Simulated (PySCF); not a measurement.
C5H9N. Atoms are numbered in the order given.

```xyz
15

C      1.6190     1.2710     1.1848
C      1.1087     0.6736     0.0932
C      0.0469    -0.4074     0.1038
N      0.5606    -1.7042    -0.3793
C     -1.1379     0.0099    -0.7346
C     -2.3614     0.2978    -0.2637
H      2.4206     2.0228     1.1151
H      1.2467     1.0275     2.1946
H      1.4975     0.9399    -0.9088
H     -0.2973    -0.5484     1.1523
H      0.8241    -1.6117    -1.3716
H      1.4414    -1.9102     0.1125
H     -0.9391     0.0979    -1.8205
H     -2.5933     0.2252     0.8120
H     -3.1763     0.6170    -0.9317
```

The structure is a stationary point at PBE-D3(BJ)/def2-SVP. Other conformers were not sampled.

Level of theory: PBE-D3(BJ)/def2-SVP (PySCF).

No scaling factor is applied to the harmonic values.

| mode | ν (cm⁻¹) | IR (km/mol) | moving atoms (share of kinetic energy) |
|---|---|---|---|
| 1 | 72 | 0.2 | C 63 %, H 29 %, N 8 % |
| 2 | 106 | 0.0 | C 49 %, H 41 %, N 10 % |
| 3 | 232 | 26.3 | H 81 %, C 18 % |
| 4 | 258 | 14.6 | H 53 %, C 38 %, N 8 % |
| 5 | 280 | 0.8 | H 53 %, C 35 %, N 12 % |
| 6 | 316 | 3.3 | H 43 %, N 31 %, C 26 % |
| 7 | 414 | 3.0 | C 60 %, H 39 % |
| 8 | 514 | 1.0 | C 57 %, H 25 %, N 18 % |
| 9 | 623 | 16.6 | H 59 %, C 40 % |
| 10 | 709 | 17.3 | H 51 %, C 41 %, N 8 % |
| 11 | 823 | 91.2 | H 54 %, N 24 %, C 22 % |
| 12 | 867 | 100.4 | H 68 %, C 24 %, N 8 % |
| 13 | 891 | 28.0 | H 72 %, C 28 % |
| 14 | 902 | 36.0 | H 72 %, C 28 % |
| 15 | 936 | 18.6 | H 68 %, C 31 % |
| 16 | 983 | 6.4 | H 89 %, C 10 % |
| 17 | 988 | 17.1 | H 88 %, C 12 % |
| 18 | 1022 | 2.1 | H 67 %, C 27 % |
| 19 | 1084 | 8.0 | C 54 %, H 30 %, N 16 % |
| 20 | 1112 | 11.0 | C 57 %, H 39 % |
| 21 | 1193 | 0.8 | H 62 %, C 36 % |
| 22 | 1233 | 4.4 | H 74 %, C 25 % |
| 23 | 1262 | 2.8 | H 80 %, C 19 % |
| 24 | 1269 | 5.8 | H 81 %, C 19 % |
| 25 | 1325 | 3.0 | H 75 %, C 18 % |
| 26 | 1376 | 5.2 | H 84 %, C 16 % |
| 27 | 1389 | 7.7 | H 78 %, C 22 % |
| 28 | 1578 | 20.2 | H 92 % |
| 29 | 1656 | 9.0 | C 88 %, H 12 % |
| 30 | 1679 | 3.6 | C 89 %, H 11 % |
| 31 | 2969 | 13.7 | H 92 % |
| 32 | 3048 | 0.3 | H 92 % |
| 33 | 3052 | 38.0 | H 93 % |
| 34 | 3067 | 2.7 | H 94 % |
| 35 | 3072 | 3.5 | H 94 % |
| 36 | 3163 | 9.2 | H 89 %, C 11 % |
| 37 | 3168 | 9.1 | H 89 %, C 11 % |
| 38 | 3380 | 0.5 | H 96 % |
| 39 | 3464 | 0.1 | H 92 %, N 8 % |
